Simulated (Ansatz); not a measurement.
A trace of molecular dynamics of C2H7ClGe (11 atoms, charge 0, multiplicity 1).

Method: Ansatz, RKS PBE-D4/def2-SVP.

```json
{
  "ensemble": "NVT, Nosé–Hoover chain",
  "set temperature": "700 K",
  "thermostat": "time constant 20 fs, chain length 3",
  "seed": "70789"
}
```

| time (fs) | T (K) | potential energy less start (eV) | conserved less start (meV/atom) |
| --- | --- | --- | --- |
| 0 | 700 | 0.000 | 0.00 |
| 3 | 366 | 0.395 | 0.43 |
| 6 | 262 | 0.522 | 0.26 |
| 9 | 282 | 0.513 | 0.40 |
| 12 | 515 | 0.284 | 0.23 |
| 15 | 433 | 0.429 | 0.28 |
| 18 | 282 | 0.658 | 0.45 |
| 21 | 561 | 0.381 | 0.18 |
| 24 | 600 | 0.426 | 0.50 |
| 27 | 636 | 0.449 | 0.25 |
| 30 | 292 | 0.893 | 0.67 |
| 33 | 555 | 0.616 | 0.24 |
| 36 | 668 | 0.528 | 0.42 |
| 39 | 643 | 0.598 | 0.43 |
| 42 | 468 | 0.829 | 0.57 |
| 45 | 514 | 0.808 | 0.61 |
| 48 | 728 | 0.593 | 0.28 |
| 51 | 431 | 0.981 | 0.72 |
| 54 | 619 | 0.792 | 0.29 |
| 57 | 569 | 0.902 | 0.85 |
| 60 | 991 | 0.471 | 0.31 |
| 63 | 624 | 0.949 | 0.80 |
| 66 | 727 | 0.864 | 0.16 |
| 69 | 511 | 1.147 | 0.62 |
| 72 | 658 | 1.027 | 0.68 |
| 75 | 665 | 1.060 | 0.76 |

Q: Is this trajectory sound?

A: The conserved energy stayed within 1.2 meV per atom of its start (net change 0.76 meV per atom), so the integration is sound. The mean temperature of the second half is 11 % below the set value. A run of 0.075 ps of so small a system gives no equilibrium averages. The time step was 0.5 fs.

Time of the run: 5 min on 2 threads of Arm Neoverse V2, on a shared host, peak memory 0.16 GiB.
